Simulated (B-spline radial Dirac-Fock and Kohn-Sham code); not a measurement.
# K-line shifts caused by a second vacancy in Lu⁴⁵⁺

System: Lu⁴⁵⁺, 1s2 2s2 2p6 3s2 3p6 3d8.

Input of the calculation (task.json; shells as n, l, electrons):

```json
{"items": [{
  "Z": 71,
  "q": 45,
  "cfg": [[1, 0, 2], [2, 0, 2], [2, 1, 6], [3, 0, 2], [3, 1, 6], [3, 2, 8]],
  "A": 175,
  "rrms": 5.37,
  "do": ["binding", "quiet", "double"]
}]}
```

Command: `python xray_run.py task.json out`

Calculated with a B-spline atomic structure program, using relaxed Dirac-Fock hole states (ΔSCF) with Breit and QED corrections and a finite nucleus. Each two-hole energy is an average over J within one jj subconfiguration, not an observable level; in light atoms, where LS coupling holds, the j-resolved values are not observed lines, and for a K spectator the Kα1 hypersatellite is nearly forbidden. Electron correlation is not included.

Lines without a spectator: Kα2 (K-L2) 53010.9 eV, Kα1 (K-L3) 54124.2 eV, Kβ3 (K-M2) 61288.4 eV, Kβ1 (K-M3) 61546.7 eV. Shifts in eV with one spectator hole (a dash: not computed, or left out as unreliable):

```tsv
spectator hole	Kα2	Kα1	Kβ3	Kβ1
K (1s)	+924.8	+988.9	+1201.5	+1217.4
L2 (2p1/2)	+118.5	+157.8	–	+309.2
L3 (2p3/2)	+93.7	+101.5	+240.3	–
M2 (3p1/2)	–	+27.70	+58.0	+67.8
M3 (3p3/2)	+16.55	–	+51.9	+52.9
```
